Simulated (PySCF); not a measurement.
Cl2Se, singlet, geometry from GFN2-xTB, with bond 2-1 at 1.6 times its length; PBE0/def2-SV(P) (PySCF).

PySCF was given this input:
```python
from pyscf import gto, scf, dft

mol = gto.M(
    atom='''
Se    0.00136488    0.00124916    0.68646471
Cl    1.66531490    2.01438178   -1.51721003
Cl   -1.04406340   -1.26195537   -0.68209743
''',
    basis='def2-sv(p)',
    verbose=4,
)

mf = dft.RKS(mol)
mf.xc = 'pbe0'
mf.level_shift = 1.0
mf.max_cycle = 100
mf.kernel()
```

It wrote (shortened):

```
PySCF version 2.14.0

[INPUT] verbose = 4
[INPUT] num. atoms = 3
[INPUT] num. electrons = 68
[INPUT] charge = 0
[INPUT] spin (= nelec alpha-beta = 2S) = 0
[INPUT] symmetry False subgroup None
[INPUT] Mole.unit = angstrom
[INPUT] Symbol           X                Y                Z      unit          X                Y                Z       unit  Magmom
[...]
nuclear repulsion = 268.012447694285
number of shells = 28
number of NR pGTOs = 146
number of NR cGTOs = 68
basis = def2-sv(p)
ecp = {}

******** <class 'pyscf.dft.rks.RKS'> ********
method = RKS
initial guess = minao
damping factor = 0
level_shift factor = 1.0
DIIS = <class 'pyscf.scf.diis.CDIIS'>
diis_start_cycle = 1
diis_space = 8
diis_damp = 0
SCF conv_tol = 1e-09
SCF conv_tol_grad = None
SCF max_cycles = 100
direct_scf = True
direct_scf_tol = 1e-13
XC library pyscf.dft.libxc version 7.1.2
    S. Lehtola, C. Steigemann, M. J. T. Oliveira, and M. A. L. Marques,  SoftwareX 7, 1–5 (2018)
XC functionals = pbe0
    C. Adamo and V. Barone,  J. Chem. Phys. 110, 6158 (1999)
    M. Ernzerhof and G. E. Scuseria,  J. Chem. Phys. 110, 5029 (1999)
radial grids:
    Treutler-Ahlrichs [JCP 102, 346 (1995); DOI:10.1063/1.469408] (M4) radial grids

becke partition: Becke, JCP 88, 2547 (1988); DOI:10.1063/1.454033
pruning grids: <function nwchem_prune>
grids dens level: 3
symmetrized grids: False
atomic radii adjust function: <function treutler_atomic_radii_adjust>
small_rho_cutoff = 0
Set gradient conv threshold to 3.16228e-05
Initial guess from minao.
tot grids = 58184
init E= -3319.77862289788
[...]
cycle= 1 E= -3320.4815640058  delta_E= -0.703  |g|= 0.63  |ddm|= 1.94
[...]
cycle= 2 E= -3320.62278075634  delta_E= -0.141  |g|= 0.233  |ddm|= 0.743
[...]
cycle= 3 E= -3320.65004150439  delta_E= -0.0273  |g|= 0.14  |ddm|= 0.238
[...]
cycle= 4 E= -3320.66375889408  delta_E= -0.0137  |g|= 0.106  |ddm|= 0.164
[...]
cycle= 5 E= -3320.67026333887  delta_E= -0.0065  |g|= 0.0829  |ddm|= 0.132
[...]
cycle= 6 E= -3320.67394626246  delta_E= -0.00368  |g|= 0.0716  |ddm|= 0.0903
[...]
cycle= 7 E= -3320.6758769429  delta_E= -0.00193  |g|= 0.0691  |ddm|= 0.0684
[...]
cycle= 8 E= -3320.67741118496  delta_E= -0.00153  |g|= 0.0629  |ddm|= 0.046
[...]
cycle= 9 E= -3320.67788567476  delta_E= -0.000474  |g|= 0.0669  |ddm|= 0.0385
[...]
cycle= 10 E= -3320.67829243547  delta_E= -0.000407  |g|= 0.0678  |ddm|= 0.0248
[...]
cycle= 11 E= -3320.67868197897  delta_E= -0.00039  |g|= 0.0662  |ddm|= 0.018
[...]
cycle= 12 E= -3320.67923836515  delta_E= -0.000556  |g|= 0.0596  |ddm|= 0.0157
[...]
cycle= 13 E= -3320.6795880535  delta_E= -0.00035  |g|= 0.0562  |ddm|= 0.013
[...]
cycle= 14 E= -3320.6798857716  delta_E= -0.000298  |g|= 0.0524  |ddm|= 0.0112
[...]
cycle= 15 E= -3320.68012231261  delta_E= -0.000237  |g|= 0.0493  |ddm|= 0.00924
[...]
cycle= 16 E= -3320.68033113076  delta_E= -0.000209  |g|= 0.0461  |ddm|= 0.00819
[...]
cycle= 17 E= -3320.68052465023  delta_E= -0.000194  |g|= 0.0427  |ddm|= 0.00775
[...]
cycle= 18 E= -3320.68068921133  delta_E= -0.000165  |g|= 0.0395  |ddm|= 0.00705
[...]
cycle= 19 E= -3320.68082088873  delta_E= -0.000132  |g|= 0.0368  |ddm|= 0.00616
[...]
cycle= 20 E= -3320.68094157393  delta_E= -0.000121  |g|= 0.0341  |ddm|= 0.00577
[...]
cycle= 21 E= -3320.68105258491  delta_E= -0.000111  |g|= 0.0313  |ddm|= 0.00552
[...]
cycle= 22 E= -3320.68114813862  delta_E= -9.56e-05  |g|= 0.0286  |ddm|= 0.00511
[...]
cycle= 23 E= -3320.68122844438  delta_E= -8.03e-05  |g|= 0.0262  |ddm|= 0.00468
[...]
cycle= 24 E= -3320.68129942115  delta_E= -7.1e-05  |g|= 0.0239  |ddm|= 0.00445
[...]
cycle= 25 E= -3320.68135912509  delta_E= -5.97e-05  |g|= 0.0217  |ddm|= 0.00411
[...]
cycle= 26 E= -3320.68140861721  delta_E= -4.95e-05  |g|= 0.0198  |ddm|= 0.00374
[...]
cycle= 27 E= -3320.68144800415  delta_E= -3.94e-05  |g|= 0.0182  |ddm|= 0.00331
[...]
cycle= 28 E= -3320.68148015655  delta_E= -3.22e-05  |g|= 0.0167  |ddm|= 0.00296
[...]
cycle= 29 E= -3320.68150523098  delta_E= -2.51e-05  |g|= 0.0156  |ddm|= 0.00259
[...]
[...]
cycle= 57 E= -3320.68165297357  delta_E= -2.67e-07  |g|= 0.00155  |ddm|= 0.000269
[...]
cycle= 58 E= -3320.68165319854  delta_E= -2.25e-07  |g|= 0.00143  |ddm|= 0.000247
[...]
cycle= 59 E= -3320.68165338923  delta_E= -1.91e-07  |g|= 0.00132  |ddm|= 0.000227
[...]
cycle= 60 E= -3320.68165355022  delta_E= -1.61e-07  |g|= 0.00122  |ddm|= 0.000209
[...]
cycle= 61 E= -3320.68165368661  delta_E= -1.36e-07  |g|= 0.00112  |ddm|= 0.000193
[...]
cycle= 62 E= -3320.68165380203  delta_E= -1.15e-07  |g|= 0.00103  |ddm|= 0.000177
[...]
cycle= 63 E= -3320.68165390192  delta_E= -9.99e-08  |g|= 0.000952  |ddm|= 0.000166
[...]
cycle= 64 E= -3320.68165398823  delta_E= -8.63e-08  |g|= 0.000874  |ddm|= 0.000156
[...]
cycle= 65 E= -3320.68165406085  delta_E= -7.26e-08  |g|= 0.000804  |ddm|= 0.000143
[...]
cycle= 66 E= -3320.6816541224  delta_E= -6.15e-08  |g|= 0.000739  |ddm|= 0.000132
[...]
cycle= 67 E= -3320.68165417436  delta_E= -5.2e-08  |g|= 0.000679  |ddm|= 0.000121
[...]
cycle= 68 E= -3320.68165421857  delta_E= -4.42e-08  |g|= 0.000624  |ddm|= 0.000113
[...]
cycle= 69 E= -3320.68165425614  delta_E= -3.76e-08  |g|= 0.000573  |ddm|= 0.000104
[...]
cycle= 70 E= -3320.6816542877  delta_E= -3.16e-08  |g|= 0.000527  |ddm|= 9.59e-05
[...]
cycle= 71 E= -3320.68165431422  delta_E= -2.65e-08  |g|= 0.000485  |ddm|= 8.83e-05
[...]
cycle= 72 E= -3320.68165433696  delta_E= -2.27e-08  |g|= 0.000445  |ddm|= 8.18e-05
[...]
cycle= 73 E= -3320.68165435593  delta_E= -1.9e-08  |g|= 0.00041  |ddm|= 7.53e-05
[...]
cycle= 74 E= -3320.6816543718  delta_E= -1.59e-08  |g|= 0.000378  |ddm|= 6.94e-05
[...]
cycle= 75 E= -3320.68165438534  delta_E= -1.35e-08  |g|= 0.000348  |ddm|= 6.4e-05
[...]
cycle= 76 E= -3320.68165439665  delta_E= -1.13e-08  |g|= 0.000321  |ddm|= 5.91e-05
[...]
cycle= 77 E= -3320.68165440639  delta_E= -9.74e-09  |g|= 0.000296  |ddm|= 5.48e-05
[...]
cycle= 78 E= -3320.68165441462  delta_E= -8.23e-09  |g|= 0.000273  |ddm|= 5.12e-05
[...]
cycle= 79 E= -3320.68165442162  delta_E= -7e-09  |g|= 0.000251  |ddm|= 4.72e-05
[...]
cycle= 80 E= -3320.68165442768  delta_E= -6.06e-09  |g|= 0.000231  |ddm|= 4.39e-05
[...]
cycle= 81 E= -3320.68165443293  delta_E= -5.25e-09  |g|= 0.000212  |ddm|= 4.18e-05
[...]
cycle= 82 E= -3320.68165443734  delta_E= -4.41e-09  |g|= 0.000195  |ddm|= 3.85e-05
[...]
cycle= 83 E= -3320.68165444103  delta_E= -3.69e-09  |g|= 0.000179  |ddm|= 3.51e-05
[...]
cycle= 84 E= -3320.68165444419  delta_E= -3.16e-09  |g|= 0.000165  |ddm|= 3.3e-05
[...]
cycle= 85 E= -3320.68165444687  delta_E= -2.68e-09  |g|= 0.000152  |ddm|= 3.07e-05
[...]
cycle= 86 E= -3320.68165444914  delta_E= -2.27e-09  |g|= 0.000139  |ddm|= 2.88e-05
[...]
cycle= 87 E= -3320.68165445104  delta_E= -1.89e-09  |g|= 0.000128  |ddm|= 2.58e-05
[...]
cycle= 88 E= -3320.68165445264  delta_E= -1.6e-09  |g|= 0.000118  |ddm|= 2.4e-05
[...]
cycle= 89 E= -3320.68165445397  delta_E= -1.33e-09  |g|= 0.000109  |ddm|= 2.25e-05
[...]
cycle= 90 E= -3320.68165445512  delta_E= -1.15e-09  |g|= 0.0001  |ddm|= 2.06e-05
[...]
cycle= 91 E= -3320.68165445609  delta_E= -9.73e-10  |g|= 9.28e-05  |ddm|= 1.93e-05
[...]
cycle= 92 E= -3320.68165445693  delta_E= -8.44e-10  |g|= 8.57e-05  |ddm|= 1.81e-05
[...]
cycle= 93 E= -3320.68165445763  delta_E= -6.98e-10  |g|= 7.9e-05  |ddm|= 1.68e-05
[...]
cycle= 94 E= -3320.68165445825  delta_E= -6.2e-10  |g|= 7.26e-05  |ddm|= 1.58e-05
[...]
cycle= 95 E= -3320.68165445878  delta_E= -5.25e-10  |g|= 6.67e-05  |ddm|= 1.48e-05
[...]
cycle= 96 E= -3320.68165445923  delta_E= -4.5e-10  |g|= 6.13e-05  |ddm|= 1.36e-05
[...]
cycle= 97 E= -3320.68165445961  delta_E= -3.83e-10  |g|= 5.62e-05  |ddm|= 1.28e-05
[...]
cycle= 98 E= -3320.68165445995  delta_E= -3.39e-10  |g|= 5.15e-05  |ddm|= 1.2e-05
[...]
cycle= 99 E= -3320.68165446023  delta_E= -2.8e-10  |g|= 4.72e-05  |ddm|= 1.11e-05
[...]
cycle= 100 E= -3320.68165446047  delta_E= -2.38e-10  |g|= 4.33e-05  |ddm|= 1.03e-05
SCF not converged.
SCF energy = -3320.68165446047
```

Convergence was not reached.
